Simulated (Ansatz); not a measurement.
`[NH2][Sb]([SiH3])[InH2]` + H₂ → `[NH2][SbH][SiH3]` + `[InH3]`  (hydrogenolysis of the Sb–In bond)

Computed with Ansatz on PBE0-D4/def2-TZVP structures; ΔE is electronic, products minus reactants. CCSD(T)/CBS is the MP2 limit (def2-TZVPP, def2-QZVPP) plus CCSD(T) − MP2 in def2-TZVPP, frozen cores. This one scheme is used for every species. Functionals use def2-TZVPP. HSE06 is defined as in plane-wave codes. Elements past krypton have def2 core potentials. For In, Sb outer-core shells are correlated without core-valence functions, which leaves a few kJ/mol of doubt a bond. Each species was taken in one conformer, which may not be the lowest.

```csv
level,ΔE (kJ/mol)
LDA (SPW92),79.1
BLYP-D4,73.4
PBE0-D4,74.1
r2SCANh-D4,75.4
revPBE,64.2
r2SCAN,74.5
HSE06,66.5
CCSD/CBS(def2),79.4
```

(1) What does CCSD(T)/CBS give? (Best estimate.)

Largest T1 diagnostic among the species: 0.015.

## Answers

(1) The calculation gave: +88.5 kJ/mol. The listed levels differ from it by -9.4, -15.1, -14.4, -13.1, -24.3, -14.0, -22.0, -9.1 kJ/mol.

From r2SCAN to r2SCAN0 (25 % exact exchange), in def2-TZVPP and without D4, ΔE moves by −4.0 kJ/mol. Leaving LDA and LC-ωPBE aside and taking each functional with its dispersion term where it has one, the values, not all of them listed here, spread over 30.8 kJ/mol, from B97M-V to PBE-D4. LDA lies +8.1 kJ/mol from PBE without D4.
